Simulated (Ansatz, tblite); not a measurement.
Removing an electron: Na4⁻. Charge -1, multiplicity 2. Geometry: PBE0/def2-TZVPD. Ansatz, gas phase; energy differences of separate SCF runs; the oxidised species is a singlet (the triplet lies 0.37 eV higher at PBE0/def2-TZVPD).

```xyz
4

Na    2.630   -1.350    0.585
Na   -0.285    0.619   -0.275
Na   -1.679    3.416   -1.491
Na   -0.667   -2.685    1.181
```

The xTB rows come from tblite. The structure comes from a short search, and lower isomers may exist.

Task: Estimate orbital energies and vertical ionisation energies at: GFN2-xTB; PBE/def2-TZVPD; PBE0/def2-TZVPD.

Result: 
```csv
level,−HOMO (eV),vertical IE (eV),−LUMO (eV),HOMO–LUMO gap (eV),remarks
GFN2-xTB,–,1.71,–,–,–
PBE/def2-TZVPD,-0.25,1.05,-0.78,0.53,"HOMO above zero (-1 doublet), restricted SCF unstable in HF (singlet)"
PBE0/def2-TZVPD,0.17,1.05,-1.14,1.31,"restricted SCF unstable in HF (singlet), spin-contaminated (⟨S²⟩ 0.85) (-1 doublet)"
```

Run but left out: HF/def2-TZVPPD, r2SCAN/def2-TZVPD, MP2/def2-TZVPPD, CCSD/def2-TZVPPD, CCSD(T)/def2-TZVPPD (doublet: ⟨S²⟩ 1.06 to 1.76, where a pure state has 0.75).  A HOMO above zero means that the electron is unbound at that level or that self-interaction error raises the level; the energy of removing that electron tells which. HOMO and LUMO are the levels of the spin that leaves or enters (xTB has no such levels and no spin-polarisation term). Other spin states of the ions may lie lower, which would lower the ionisation energy or raise the affinity. Raw xTB energy differences between charge states are shifted by several eV; the methods need an empirical correction for them.
